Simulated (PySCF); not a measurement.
C₃H₈O₂Si, SMILES O([Si@@H](C=C)O)C.

Coordinates come from a PBE-D3(BJ)/def2-SVP optimisation. The structure was generated by enumeration; whether it is a known compound was not checked. Other conformers were not sampled.

The numbers are results of PySCF with PBE-D3(BJ)/def2-SVP, not measurements.

Frequencies are harmonic and unscaled.

Computed normal modes with their intensities:
```
mode  ν (cm⁻¹)  IR (km/mol)  moving atoms (share of kinetic energy)
----  --------  -----------  --------------------------------------
1           59          1.9                  O 41 %, H 29 %, C 26 %
2           79          0.3                          H 77 %, C 16 %
3          101          1.6                  H 49 %, C 31 %, O 18 %
4          126          1.7         C 50 %, H 26 %, O 12 %, Si 12 %
5          185          0.6                  O 38 %, H 32 %, C 27 %
6          240         20.2                  H 44 %, C 30 %, O 20 %
7          303         41.3                 H 54 %, O 29 %, Si 15 %
8          357         82.4                  O 50 %, H 36 %, Si 9 %
9          399          9.1         C 44 %, H 24 %, Si 23 %, O 10 %
10         518         43.0                          H 56 %, C 35 %
11         638         26.4         C 42 %, H 26 %, Si 19 %, O 14 %
12         728         13.0          H 43 %, O 36 %, Si 13 %, C 9 %
13         787         60.7                 H 62 %, O 20 %, Si 12 %
14         822        216.8                  H 58 %, Si 27 %, O 9 %
15         882         99.5                 Si 42 %, O 33 %, H 23 %
16         884        210.8                                  H 87 %
17         960         21.2                          H 72 %, C 28 %
18         976         24.4                          H 81 %, C 15 %
19        1009         14.6                                  H 94 %
20        1118        200.3                  O 39 %, C 34 %, H 25 %
21        1136          0.5                          H 76 %, C 19 %
22        1170        106.9                  H 51 %, O 24 %, C 24 %
23        1234          2.1                          H 71 %, C 28 %
24        1366         18.0                          H 85 %, C 15 %
25        1420          4.1                                  H 97 %
26        1423          2.2                           H 89 %, C 9 %
27        1426         11.1                                  H 95 %
28        1620         10.0                          C 87 %, H 13 %
29        2187        137.3                                  H 97 %
30        2918         82.4                                  H 97 %
31        2989         39.4                          H 90 %, C 10 %
32        3037         27.6                           H 91 %, C 9 %
33        3049         15.0                                  H 95 %
34        3067          5.9                           H 92 %, C 8 %
35        3149          5.3                          H 89 %, C 11 %
36        3751         59.4                                  H 94 %
```
